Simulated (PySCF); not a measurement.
A structure optimised at PBE-D3(BJ)/def2-SVP, used in a PySCF frequency run:

```xyz
7

O      0.4301     1.9887     0.3968
Sn    -0.1446     0.1117     0.1221
O     -2.0100     0.0917    -0.5724
F     -0.1808    -0.8800     1.8031
Cl     1.4273    -0.9437    -1.2502
H     -0.3519     2.5062     0.6803
H     -2.4144    -0.7732    -0.3542
```

Problem. Write its SMILES and formula.

Solution. [OH][Sn]([OH])([F])[Cl], ClFH2O2Sn

Problem. What are its rotational constants (standard atomic weights)?

Solution. 2.7461, 1.6999, 1.6451 GHz
